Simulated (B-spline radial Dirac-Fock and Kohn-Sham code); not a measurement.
## Two-hole binding energies of In¹⁰⁺

System: the In¹⁰⁺ ion, configuration [Kr] 4d3.

Input file task.json (cfg lists n, l and occupation; rrms is the nuclear radius in fm):

```json
{"items": [{
  "Z": 49,
  "q": 10,
  "cfg": [[1, 0, 2], [2, 0, 2], [2, 1, 6], [3, 0, 2], [3, 1, 6], [3, 2, 10], [4, 0, 2], [4, 1, 6], [4, 2, 3]],
  "A": 115,
  "rrms": 4.6156,
  "do": ["binding", "quiet", "double"]
}]}
```

Command: `python xray_run.py task.json out`

The computed values come from a radial B-spline solver: Dirac-Fock ΔSCF + Breit + QED. U is the two-hole binding energy less the two single-hole energies, the effective repulsion of the holes after relaxation. Each two-hole energy is an average over J within one jj subconfiguration.

```tsv
holes	E(a) (eV)	E(b) (eV)	E(ab) (eV)	U (eV)
1s⁻¹ 2p3/2⁻¹	28157.3	3950.4	32324.7	217.0
2s⁻²	4463.6	4463.6	9068.5	141.2
2s⁻¹ 2p1/2⁻¹	4463.6	4158.4	8754.8	132.8
2p1/2⁻²	4158.4	4158.4	8489.1	172.3
2s⁻¹ 3p1/2⁻¹	4463.6	918.7	5449.9	67.5
2p1/2⁻¹ 3s⁻¹	4158.4	1041.9	5266.5	66.2
2p3/2⁻¹ 3s⁻¹	3950.4	1041.9	5058.2	65.9
2p3/2⁻¹ 3p1/2⁻¹	3950.4	918.7	4938.3	69.2
2p1/2⁻¹ 3d3/2⁻¹	4158.4	663.7	4890.9	68.8
2p3/2⁻¹ 3d3/2⁻¹	3950.4	663.7	?	?
3p1/2⁻¹ 3p3/2⁻¹	918.7	880.0	1851.1	52.5
3d3/2⁻²	663.7	663.7	1384.7	57.3
3d3/2⁻¹ 3d5/2⁻¹	663.7	656.0	1377.7	58.0
3d5/2⁻²	656.0	656.0	1369.3	57.2
```

**Question.** Give the missing two-hole energy and U.

**Answer.** E(ab) = 4685.5 eV and U = 71.4 eV.
